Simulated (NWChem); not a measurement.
RbCl; SMILES [Cl][Rb]

Results from NWChem. Structure relaxed at the PBE0/def2-SVP level. def2 effective core potentials on Rb; no spin-orbit coupling. Static field.

```json
[
 {"level": "PBE/def2-SVP", "basis functions": "42", "isotropic polarisability (bohr³)": "42.5", "anisotropy (bohr³)": "16.1"},
 {"level": "PBE/def2-SVPD", "basis functions": "54", "isotropic polarisability (bohr³)": "45.2", "anisotropy (bohr³)": "23.4"},
 {"level": "PBE/def2-TZVP", "basis functions": "70", "isotropic polarisability (bohr³)": "42.0", "anisotropy (bohr³)": "25.2"},
 {"level": "PBE/def2-TZVPD", "basis functions": "79", "isotropic polarisability (bohr³)": "___", "anisotropy (bohr³)": "___"}
]
```

Task: Fill in the missing entries.

Result: 
- PBE/def2-TZVPD, isotropic polarisability (bohr³): 47.5
- PBE/def2-TZVPD, anisotropy (bohr³): 25.9
